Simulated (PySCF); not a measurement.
Dipole response of Pt⁺ (platinum, charge +1)

[Xe] 4f14 5d9, 2D determinant. Computed with PySCF 2.14 in ANO-RCC-VTZP (8s7p5d3f1g, 84 functions), with scalar relativity by spin-free X2C-1e. Coupled (time-dependent) response in atomic units; α is the mean over directions. The basis has no added diffuse functions, which lowers α and C₆.

```tsv
method	mean α (bohr³)	α xx, yy, zz	C₆ (like pair)	S(−4)
B3LYP	14.78	14.77, 14.77, 14.80	105.8	86.59
```

S(−4) is the Cauchy moment in α(ω) = α(0) + S(−4) ω² + …

Spin-orbit coupling is absent.

α(iu) at B3LYP:

```csv
u (hartree),α(iu) (bohr³)
0,14.78
0.0500,14.57
0.100,13.99
0.200,12.27
0.300,10.56
0.500,8.130
0.750,6.353
1.00,5.174
1.50,3.590
2.00,2.588
3.00,1.491
5.00,0.6673
```

For an ion, C₆ is the dispersion term alone; charge-induced terms of lower order in 1/R come first.

The components differ because the open shell of this determinant is not spherical; for a pure term their mean is the scalar polarisability.

Spin-orbit coupling, absent here, splits the open shell strongly. ⟨S²⟩ = 0.90 against 0.75 shows spin contamination.
